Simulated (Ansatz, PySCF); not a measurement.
Se(Br)(OMe) (CH3BrOSe), SMILES CO[Se]Br.

The structure is a stationary point at PBE0-D3(BJ)/def2-SVP. This is a generated structure with no PubChem entry under its InChIKey; it may be hypothetical. The values are those of a single conformer.

Vertical ionisation energy (IE) and electron affinity (EA) in eV. Rows of orbital energies are one-electron estimates. Where ΔSCF, EOM or ADC give a negative EA the extra electron is unbound and the value depends on the basis.

| level | IE | EA |
|---|---|---|
| −ε(HOMO), −ε(LUMO), M06-2X/def2-TZVP (PySCF) | 7.88 | 1.40 |
| −ε(HOMO), −ε(LUMO), PBE/def2-TZVP (PySCF) | 5.44 | 3.12 |
| ΔSCF, CAM-B3LYP/def2-SVPD (Ansatz), final states of multiplicity 2 and 2 | 9.07 | 0.70 |
| ΔSCF, PBE/def2-SVPD (Ansatz), final states of multiplicity 2 and 2 | (withheld) | (withheld) |

Question: Complete the blanks. (The exact figures need the calculation; the answer reports its results.)

Answer: 
- ΔSCF, PBE/def2-SVPD (Ansatz, an electronic-structure program), final states of multiplicity 2 and 2, IE: 8.63
- ΔSCF, PBE/def2-SVPD (Ansatz), final states of multiplicity 2 and 2, EA: 0.62

Question: What vertical singlet–triplet gap does ΔSCF give with CAM-B3LYP/def2-SVPD (Ansatz) and with PBE/def2-SVPD (Ansatz)? (An estimate is asked for; the answer gives what the named calculation found.)

Answer: 2.18 and 2.03 eV (triplet above singlet where positive).
